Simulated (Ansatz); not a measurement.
System: GeH2F2, charge 0, singlet. GeH2F2 (difluorogermane, SMILES [GeH2]([F])[F]).
B3LYP-D3(BJ)/def2-TZVP minimum from Ansatz (a quantum-chemistry and plane-wave program):
```xyz
5

Ge    -0.0235    -0.3322     0.0460
F      1.3815     0.5729    -0.4222
F     -1.2809     0.8507     0.2249
H      0.2479    -0.9382     1.4223
H     -0.4021    -1.2446    -1.1198
```
Charge 0, spin multiplicity 1.

Total energies in cc-pVTZ, 20 correlated electrons, 16 frozen orbitals. Open shells are spin-unrestricted; no spin-orbit coupling. Correlated methods leave the cores frozen (noble-gas shells, and filled d and f shells in the p block). No relativity.

```
method    program  energy (Eh)  minus CCSDT(Q) (mEh)
--------  -------  -----------  --------------------
HF         Ansatz  -2275.60044                659.70
MP2        Ansatz  -2276.23062                 29.52
CCSD       Ansatz  -2276.24070                 19.44
CCSD(T)    Ansatz  -2276.25904                  1.09
CCSDT(Q)   Ansatz  -2276.26014                  0.00
```

Rough core times of Ansatz's runs on a shared machine: CCSD(T) under 20 s, CCSDT(Q) 20 min.
